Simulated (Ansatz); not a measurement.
A nudged elastic band was laid between two geometries of C2H5NaSi (9 atoms, charge 0, multiplicity 1).

Level of theory: RKS PBE/6-31G in Ansatz.

```yaml
movable_images: 5
climbing_image: yes
spring: 5.0 eV/Å²
optimiser: quadratic models (default)
start_path: IDPP
force_threshold: 0.03 eV/Å
iteration_limit: 60
end_points: relaxed
```

Initial state:

```xyz
9
Properties=species:S:1:pos:R:3
C 0.906 1.306 -0.199
C 0.657 -0.030 -0.194
Na 2.218 -1.625 -0.736
Si -1.065 -0.681 0.278
H 1.887 1.732 -0.465
H 0.154 2.077 0.062
H -1.661 -1.516 -0.853
H -0.980 -1.637 1.466
H -2.116 0.375 0.642
```

Final state:

```xyz
9
Properties=species:S:1:pos:R:3
C 1.384 0.629 0.504
C 0.497 0.197 -0.430
Na 0.885 0.261 -2.693
Si -1.183 -0.513 0.103
H 2.370 1.048 0.244
H 1.197 0.599 1.596
H -1.362 -1.939 -0.413
H -1.456 -0.558 1.612
H -2.332 0.275 -0.523
```

Question: Which bonds break or form, and what moves?

Answer: No bond is made or broken. The dihedral Na3–C2–Si4–H9 goes from 180 to -58°. The two ends are copies of one structure, up to a mirror image or an exchange of like atoms.

Question: Give the energies along the band, and the barrier.

Answer: The run converged. The highest image is number 3 of 0 to 6, 0.083 eV above the ends, which have the same energy within 2 meV. A vibrational analysis at the climbing image gives one clearly imaginary mode, 153i cm⁻¹: a first-order saddle point. Limits of this set-up: no polarisation functions.

```json
{"image": "0", "path coordinate (Å)": "0.00", "energy (eV)": "0.000", "dihedral Na3–C2–Si4–H9 (°)": "180"}
{"image": "1", "path coordinate (Å)": "0.68", "energy (eV)": "0.018", "dihedral Na3–C2–Si4–H9 (°)": "-158"}
{"image": "2", "path coordinate (Å)": "1.37", "energy (eV)": "0.060", "dihedral Na3–C2–Si4–H9 (°)": "-137"}
{"image": "3", "path coordinate (Å)": "2.05", "energy (eV)": "0.083", "dihedral Na3–C2–Si4–H9 (°)": "-118"}
{"image": "4", "path coordinate (Å)": "2.74", "energy (eV)": "0.060", "dihedral Na3–C2–Si4–H9 (°)": "-100"}
{"image": "5", "path coordinate (Å)": "3.42", "energy (eV)": "0.018", "dihedral Na3–C2–Si4–H9 (°)": "-80"}
{"image": "6", "path coordinate (Å)": "4.11", "energy (eV)": "0.000", "dihedral Na3–C2–Si4–H9 (°)": "-58"}
```

Question: What is the geometry of the highest image?

Answer: 
```xyz
9
Properties=species:S:1:pos:R:3:forces:R:3
C 1.168 1.062 0.340 0.00 0.01 0.01
C 0.594 0.052 -0.366 0.01 0.00 -0.01
Na 1.524 -0.991 -2.182 0.00 0.00 0.00
Si -1.131 -0.610 0.132 0.00 0.00 0.00
H 2.159 1.471 0.086 0.00 0.00 0.00
H 0.710 1.561 1.218 0.00 0.00 0.00
H -1.550 -1.734 -0.815 0.00 0.00 0.00
H -1.209 -1.223 1.531 0.00 0.00 0.00
H -2.265 0.413 0.055 0.00 0.00 0.00
```

Question: What are the harmonic wavenumbers there?

Answer: 153i, 84, 205, 228, 349, 454, 616, 633, 673, 868, 892, 900, 940, 1080, 1436, 1583, 2028, 2046, 2048, 2946, 3029 cm⁻¹.

Run time: 110 s on 1 thread of Arm Neoverse V1, with other jobs on the host, peak memory 0.22 GiB.
